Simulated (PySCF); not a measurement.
Species: 1,2-BN cyclohexene, C4H10BN.
Numbering: `[BH:1]1[CH2:2][CH2:3][CH2:4][CH2:5][NH:6]1` (hydrogens: H7 on B1; H8, H9 on C2; H10, H11 on C3; H12, H13 on C4; H14, H15 on C5; H16 on N6)

Geometry (PBE0-D3(BJ)/def2-SVP, Å), atoms numbered from 1 in this order:
```
atom  x, y, z in Å
B1     0.859    1.105    1.018
C2     1.544   -0.048    0.185
C3     0.545   -1.110   -0.276
C4    -0.748   -0.463   -0.761
C5    -1.447    0.306    0.350
N6    -0.533    1.197    1.038
H7     1.491    1.935    1.638
H8     2.375   -0.494    0.757
H9     2.032    0.428   -0.688
H10    0.309   -1.786    0.565
H11    0.968   -1.750   -1.069
H12   -0.518    0.230   -1.590
H13   -1.443   -1.217   -1.164
H14   -1.898   -0.409    1.066
H15   -2.286    0.887   -0.072
H16   -0.982    1.918    1.590
```

Computed with core-valence-separated Tamm–Dancoff BHandHLYP/aug-pcX-1 (pcseg-1 on H) in PySCF, non-relativistic, gas phase, PBE0-D3(BJ)/def2-SVP geometry. No shift to experiment was applied.

The lowest roots of each edge with f over 0.003 (five at most, numbered afresh; weaker and dark ones are left out), with transition dipoles (au) in the frame of the coordinates:

| root | edge | E (eV) | μx | μy | μz |
| --- | --- | --- | --- | --- | --- |
| 1 | C | 284.69 | 0.0345 | 0.0063 | -0.0046 |
| 2 | C | 284.97 | 0.0207 | 0.0030 | -0.0102 |
| 3 | C | 285.28 | -0.0118 | 0.0276 | -0.0489 |
| 4 | C | 285.31 | 0.0127 | -0.0429 | 0.0101 |
| 5 | C | 285.37 | 0.0188 | 0.0132 | 0.0395 |
| 6 | N | 398.96 | 0.0006 | 0.0341 | -0.0442 |
| 7 | N | 399.54 | -0.0174 | 0.0303 | 0.0226 |
| 8 | N | 401.14 | -0.0168 | 0.0023 | 0.0090 |
| 9 | N | 401.88 | -0.0091 | -0.0106 | -0.0137 |
| 10 | B | 187.06 | 0.0029 | 0.0771 | -0.1080 |
| 11 | B | 189.93 | 0.0252 | 0.0249 | 0.0232 |
| 12 | B | 190.77 | -0.0035 | 0.0089 | -0.0270 |
| 13 | B | 190.83 | -0.0193 | -0.0261 | -0.0050 |

**Question.** What are the oscillator strengths?

**Answer.** f = (2/3) ΔE |μ|², with ΔE in hartree (27.2114 eV):

```json
{"root": "1", "ΔE (Eh)": "10.4622", "|μ|² (au)": "0.001251", "f": "0.009", "core hole on": "C2"}
{"root": "2", "ΔE (Eh)": "10.4724", "|μ|² (au)": "0.000542", "f": "0.004", "core hole on": "C2"}
{"root": "3", "ΔE (Eh)": "10.4838", "|μ|² (au)": "0.003292", "f": "0.023", "core hole on": "C2"}
{"root": "4", "ΔE (Eh)": "10.4849", "|μ|² (au)": "0.002104", "f": "0.015", "core hole on": "C3"}
{"root": "5", "ΔE (Eh)": "10.4870", "|μ|² (au)": "0.002088", "f": "0.015", "core hole on": "C4"}
{"root": "6", "ΔE (Eh)": "14.6614", "|μ|² (au)": "0.003117", "f": "0.030", "core hole on": "N6"}
{"root": "7", "ΔE (Eh)": "14.6826", "|μ|² (au)": "0.001732", "f": "0.017", "core hole on": "N6"}
{"root": "8", "ΔE (Eh)": "14.7417", "|μ|² (au)": "0.000369", "f": "0.004", "core hole on": "N6"}
{"root": "9", "ΔE (Eh)": "14.7686", "|μ|² (au)": "0.000383", "f": "0.004", "core hole on": "N6"}
{"root": "10", "ΔE (Eh)": "6.8744", "|μ|² (au)": "0.017617", "f": "0.081", "core hole on": "B1"}
{"root": "11", "ΔE (Eh)": "6.9796", "|μ|² (au)": "0.001793", "f": "0.008", "core hole on": "B1"}
{"root": "12", "ΔE (Eh)": "7.0108", "|μ|² (au)": "0.000820", "f": "0.004", "core hole on": "B1"}
{"root": "13", "ΔE (Eh)": "7.0128", "|μ|² (au)": "0.001079", "f": "0.005", "core hole on": "B1"}
```

**Question.** Molecules are fixed in this frame and the field points along (0, 1, 1)/√2. What effective strengths 3 f cos²θ do the roots have (θ between field and μ)?

**Answer.** root 1 (C2): 0.000, root 2 (C2): 0.001, root 3 (C2): 0.005, root 4 (C3): 0.011, root 5 (C4): 0.029, root 6 (N6): 0.001, root 7 (N6): 0.041, root 8 (N6): 0.002, root 9 (N6): 0.009, root 10 (B1): 0.007, root 11 (B1): 0.016, root 12 (B1): 0.002, root 13 (B1): 0.007. Root 7 is the strongest. Averaged over all orientations cos²θ is 1/3, which gives f back.

One conformer stands for the species.
